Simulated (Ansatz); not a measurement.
Cost and result for the atomization energy of C2H5ClSn (9 atoms, 8 bonds).

Z-matrix (Å, degrees):
```
C
C 1 1.350
Sn 1 2.548 2 86.9
H 1 1.082 2 121.3 3 106.5
H 1 1.085 2 118.8 3 -87.9
Cl 2 1.707 1 122.4 3 -103.8
H 2 1.082 1 123.2 3 80.1
H 3 1.762 1 95.2 2 17.1
H 3 1.773 1 88.3 2 -74.9
```

The species carries charge 0 and has multiplicity 1. Correlated methods include outer-core shells of Sn, which these sets cover unevenly. Sn: def2 effective core potential. The bonds changed during the relaxation, so this is another structure than the one it started from. The geometry is a stationary point of PBE0-D4/def2-TZVP. Program: Ansatz. All runs use 4 threads of an Arm Neoverse V1 on a shared host. Times are those of one run each, without the atoms' runs, and a repeat can differ threefold. Electronic energies, without spin–orbit coupling; frozen cores. CCSD(T)/CBS adds CCSD(T) − MP2 in def2-TZVPP to the MP2 limit, and its time is that of the two runs behind it. T1 = 0.015. With those shells the extrapolation isn't a true limit. B3LYP takes the VWN-RPA correlation (the form of Gaussian; ORCA's B3LYP/G).

CCSD(T)/CBS is a level of theory with its own doubt, some kJ/mol a heavy atom from the limit and from the frozen cores, so smaller differences don't rank the functionals.

```json
{"level": "PBE-D4/def2-TZVPP (with forces)", "functions": "224", "wall time": "2.4 s"}
{"level": "PBE0-D4/def2-TZVPP", "functions": "224", "wall time": "2.8 s"}
{"level": "B3LYP-D4/def2-TZVPP (with forces)", "functions": "224", "wall time": "4.2 s"}
{"level": "r2SCAN-D4/def2-TZVPP (with forces)", "functions": "224", "wall time": "4.7 s"}
{"level": "B2PLYP/def2-TZVPP", "functions": "224", "wall time": "5.5 s"}
{"level": "ωB97X-V/def2-TZVPP", "functions": "224", "wall time": "7.5 s"}
{"level": "ωB97M-V/def2-TZVPP (with forces)", "functions": "224", "wall time": "11 s"}
{"level": "MP2/def2-QZVPP", "functions": "416", "wall time": "17 s"}
{"level": "CCSD(T)/def2-TZVPP", "functions": "224", "wall time": "2 min"}
{"level": "CCSD(T)/CBS(def2)", "functions": "–", "wall time": "2.3 min"}
```

(1) What atomization energy does each give, and how far from CCSD(T)/CBS? (Best estimate.)

Results:

(1) Ansatz gave: 
| level | atomization (kcal/mol) | difference from CCSD(T)/CBS | per bond |
| --- | --- | --- | --- |
| PBE-D4/def2-TZVPP (with forces) | 701.8 | 15.2 | 1.9 |
| PBE0-D4/def2-TZVPP | 687.4 | 0.8 | 0.1 |
| B3LYP-D4/def2-TZVPP (with forces) | 685.4 | -1.2 | -0.2 |
| r2SCAN-D4/def2-TZVPP (with forces) | 688.0 | 1.4 | 0.2 |
| B2PLYP/def2-TZVPP | 674.9 | -11.7 | -1.5 |
| ωB97X-V/def2-TZVPP | 684.5 | -2.1 | -0.3 |
| ωB97M-V/def2-TZVPP (with forces) | 685.1 | -1.5 | -0.2 |
| MP2/def2-QZVPP | 683.8 | -2.8 | -0.4 |
| CCSD(T)/def2-TZVPP | 667.5 | -19.1 | -2.4 |
| CCSD(T)/CBS(def2) | 686.6 | 0.0 | 0.0 |

From PBE to PBE0 (25 % exact exchange), in def2-TZVPP and without D4, the atomization energy moves by −13.6 kcal/mol: exact exchange takes away binding that semilocal exchange gives to molecules. In def2-TZVPP, CCSD(T) changes the Hartree–Fock value by +184.3 kcal/mol (the triples alone add +13.0 kcal/mol) and MP2 by +189.3 kcal/mol; breaking electron pairs costs correlation energy, which Hartree–Fock lacks. The D4 term adds +8.9 kcal/mol with B3LYP and +4.6 kcal/mol with PBE0; it sums over pairs of atoms, weighted by their polarisabilities, and B3LYP, whose exchange is more repulsive, gets the larger term.

Spin–orbit coupling would lower the free Sn atoms strongly, and the atomization energy with them, by more than many differences here. For some Ge, Se and Sn compounds the MP2-based and the directly extrapolated limit differ by 10 to 25 kJ/mol.
